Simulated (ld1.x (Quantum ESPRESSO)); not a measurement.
**Reading a pseudo-wave (S)**

Columns: radius, all-electron u(r) and pseudo u(r) of the 3s shell (level -17.46 eV) of sulfur in the configuration [Ne] 3s1.5 3p4.5; BLYP, scalar-relativistic, TM scheme, ld1.x (Quantum ESPRESSO) 7.5.

```csv
r (bohr),all-electron,pseudo
0.065,0.2066,0.0348
0.130,-0.0047,0.0693
0.195,-0.2331,0.1033
0.260,-0.3723,0.1367
0.325,-0.4133,0.1694
0.390,-0.3764,0.2017
0.455,-0.2869,0.2341
0.520,-0.1665,0.2678
0.585,-0.0318,0.3043
0.650,0.1053,0.3453
0.715,0.2370,0.3926
0.780,0.3581,0.4471
0.845,0.4659,0.5087
0.910,0.5592,0.5750
0.975,0.6377,0.6415
1.040,0.7020,0.7023
1.105,0.7528,0.7528
1.170,0.7913,0.7913
1.235,0.8185,0.8185
1.300,0.8357,0.8357
1.365,0.8439,0.8439
1.430,0.8444,0.8444
1.495,0.8385,0.8385
1.560,0.8269,0.8269
1.625,0.8109,0.8109
1.690,0.7913,0.7913
```

Q: How many radial nodes do the two functions have?

A: The all-electron 3s function has n − l − 1 = 2; the pseudo-wave has 0, since the states of the same l below it are removed with the core.

Q: At about which radius was the pseudo-wave matched?

A: 1.15 bohr. The columns agree to 0.0005 from 1.04 bohr on; several derivatives are matched, so the curves merge somewhat inside the radius.

Q: Is the pseudo-wave norm-conserving?

A: Yes: the TM scheme keeps the norm inside the radius equal to the all-electron one, which fixes the energy derivative of the logarithmic derivative at the level.
